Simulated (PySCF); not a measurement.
Species: Ge(CF3)Cl3, CCl3F3Ge.
Bonds: Ge1–C2, Ge1–Cl6, Ge1–Cl7, Ge1–Cl8, C2–F3, C2–F4, C2–F5.

Method used: PBE0-D3(BJ)/def2-SVP geometry optimisation, gas phase in PySCF 2.14.0.

Problem. Give the optimised bond lengths and angles.

Solution. 
```
                     bond  length (Å)
                   Ge1–C2       2.001
Ge1–Cl6, Ge1–Cl7, Ge1–Cl8       2.128
      C2–F3, C2–F4, C2–F5       1.330
```

Bonds in one row agree within 0.01 Å and their mean is given. A selection of angles:
```
      angle  degrees
 C2–Ge1–Cl6    109.2
Cl6–Ge1–Cl7    110.0
  Ge1–C2–F3    110.5
  Ge1–C2–F4    110.2
   F3–C2–F4    108.6
   F3–C2–F5    108.5
```

Torsions: Cl6–Ge1–C2–F3 173° (antiperiplanar). The mirror-image conformer, all signs reversed, is as good.

Ge1 (germanium bonded to C and 3 Cl) is tetrahedral (angles from 108.9° to 110.0°). All 3 C–F bonds measure 1.329 to 1.330 Å. All 3 Cl–Ge bonds measure 2.127 to 2.129 Å.

Point group: near C3v, missed by 0.22 Å at most; the miss may be what the optimiser left on a soft mode (C3 holds within 0.08 Å). Not checked by PBE0-D3(BJ)/def2-SVP frequencies.

The run took 5.6 min on one thread of an AMD EPYC, on a shared host, and the process peaked at 0.66 GiB of memory. These figures are those of the optimisation.
